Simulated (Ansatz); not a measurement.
Geometry optimisation, RKS PBE/def2-SVP (Ansatz 0.2.0).

input.yaml

```yaml
crystal:
  periodic: [false, false, false]
  atoms:
    - { symbol: Si, position_ang: [0.3804, 0.9609, -0.797] }
    - { symbol: B, position_ang: [-0.164, -0.465, 0.3573] }
    - { symbol: S, position_ang: [-0.7339, -2.1057, -0.3897] }
    - { symbol: S, position_ang: [-0.0233, -0.2289, 2.2211] }
    - { symbol: H, position_ang: [0.2021, 0.5764, -2.2287] }
    - { symbol: H, position_ang: [-0.5565, 2.165, -0.554] }
    - { symbol: H, position_ang: [1.751, 1.3971, -0.5367] }
    - { symbol: H, position_ang: [-2.12004, -1.61842, -0.37447] }
    - { symbol: H, position_ang: [-1.4261, 0.2276, 2.3068] }
basis:
  gaussian: { orbitals: def2-SVP }
hamiltonian:
  xc: pbe
relax:
  f_tol: 0.015
  max_steps: 40
```

Launched with:

```bash
$ ansatz run input.yaml --threads 2 --pin off --max-ram 3072MiB --backend cpu --events-out ev --progress --plain --runs-dir out
```

Where does it end, and by what steps?

It converged. After 12 steps the energy has fallen by 1.900 eV; H9 moved furthest, 1.16 Å.

```csv
step,energy less start (eV),largest force component (eV/Å),accepted
0,0.0000,1.939,yes
1,-0.3669,0.760,yes
2,-0.5541,0.517,yes
3,-0.7088,1.723,yes
4,-0.9681,1.795,yes
5,-1.3189,1.190,yes
6,-1.5732,0.762,yes
7,-1.7282,0.457,yes
8,-1.8432,0.402,yes
9,-1.8827,0.381,yes
10,-1.8982,0.113,yes
11,-1.8997,0.090,yes
12,-1.9004,0.008,yes
```

```xyz
9
Properties=species:S:1:pos:R:3
Si 0.496 1.113 -0.944
B -0.494 -0.190 0.265
S -1.388 -1.509 -0.568
S -0.403 0.121 2.035
H 0.677 0.545 -2.327
H -0.284 2.398 -1.071
H 1.854 1.459 -0.389
H -1.949 -2.135 0.511
H -1.199 -0.893 2.492
```

Whether the end is a true minimum wasn't checked by a vibrational analysis.

Time of the run: 23 s on 2 threads of Arm Neoverse V1 (shared host), peak memory 0.13 GiB.
